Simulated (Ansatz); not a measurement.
The same path of C2H8ClNSi (13 atoms, charge 0, multiplicity 1) was run 3 times with different band settings. The coordinate that changes most is the dihedral H6–C1–N2–C3.

Level of theory: Ansatz, RKS PBE-D4/def2-SVP.

Relaxed end points:

```xyz
13
Properties=species:S:1:pos:R:3
C -1.576 -0.605 0.473
N -0.224 -0.543 1.006
C 0.823 -0.479 -0.005
Si 1.148 1.266 -0.682
Cl -0.432 1.978 -1.862
H -1.754 -1.451 -0.244
H -1.818 0.331 -0.071
H -2.301 -0.703 1.306
H -0.060 -1.353 1.614
H 1.799 -0.743 0.465
H 0.696 -1.195 -0.864
H 2.367 1.221 -1.564
H 1.353 2.240 0.440
```

```xyz
13
Properties=species:S:1:pos:R:3
C -1.564 -0.658 0.444
N -0.201 -0.638 0.952
C 0.824 -0.471 -0.070
Si 1.131 1.333 -0.577
Cl -0.479 2.152 -1.642
H -2.271 -0.838 1.279
H -1.754 -1.436 -0.344
H -1.821 0.322 -0.005
H -0.021 -1.500 1.478
H 1.810 -0.776 0.351
H 0.680 -1.100 -0.992
H 2.326 1.383 -1.490
H 1.361 2.192 0.632
```

Common settings: movable images 5; climbing image yes; start path through a guess of the saddle point; force threshold 0.05 eV/Å; iteration limit 60; end points relaxed.

| run | spring | optimiser | largest step |
| --- | --- | --- | --- |
| 1 | 5.0 eV/Å² | quadratic models (default) | default |
| 2 | 0.5 eV/Å² | quadratic models (default) | default |
| 3 | 5.0 eV/Å² | fire | 0.5 Å |

Question: What does each run give, and how far can it be trusted?

Answer: Run 1: converged after 14 iterations, highest image 0.129 eV above the first end. A vibrational analysis at the climbing image gives one clearly imaginary mode, 245i cm⁻¹: a first-order saddle point.
Run 2: converged after 13 iterations, highest image 0.129 eV above the first end. Another band between the same ends (5 images) ends at a top of the same energy, where a vibrational analysis finds 1 clearly imaginary mode.
Run 3: converged after 35 iterations, highest image 0.145 eV above the first end. The order of the stationary point at the top wasn't checked.
